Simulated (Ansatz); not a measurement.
Stepwise reaction of `[SiH3][Sb]([Cl])[Cl]` with hydrogen, as a gas-phase model of exchange steps in deposition or etching. ΔE in kJ/mol; ΔG adds harmonic PBE0-D4 terms to CCSD(T)/CBS, at 1 bar.

Program: Ansatz. Geometries: PBE0-D4/def2-TZVP. ΔE: electronic, gas phase. CCSD(T)/CBS adds triple-zeta CCSD(T) − MP2 to the extrapolated MP2 energy (def2 sets, frozen cores). This one scheme is used for every species. Functionals use def2-TZVPP. B3LYP here is the variant with VWN-RPA as its local correlation; programs differ in this. def2 core potentials past Kr. For Sb outer-core shells are correlated without core-valence functions, which leaves a few kJ/mol of doubt a bond.

```
step                                               reaction  PBE-D4  B3LYP-D4  ωB97M-V  CCSD(T)/CBS  ΔG(600 K)
   1  `[SiH3][Sb]([Cl])[Cl]` + H₂ → `[SiH3][SbH][Cl]` + HCl    62.9      62.3     53.9         57.5       49.0
```

Task: Give the row of step 2, `[SiH3][SbH][Cl]` + H₂ → `[SiH3][SbH2]` + HCl. (Estimate.)

Result: The calculation gave: 
| step | reaction | PBE-D4 | B3LYP-D4 | ωB97M-V | CCSD(T)/CBS | ΔG(600 K) |
| --- | --- | --- | --- | --- | --- | --- |
| 2 | `[SiH3][SbH][Cl]` + H₂ → `[SiH3][SbH2]` + HCl | 43.1 | 44.9 | 37.8 | 40.8 | 32.9 |

Task: By hand: ΔE of the 2 steps together at CCSD(T)/CBS.

Result: (57.5) + (40.8) = 98.3 kJ/mol, or 49.1 kJ/mol a step.

In ΔE each step is lower than the one before. All are uphill at CCSD(T)/CBS. ΔG lies between 32.9 and 49.0 kJ/mol a step. PBE-D4 differs from CCSD(T)/CBS by 2.3 to 5.4 kJ/mol a step. Isolated molecules leave out the surface, adducts and barriers. Largest T1 diagnostic: 0.014.
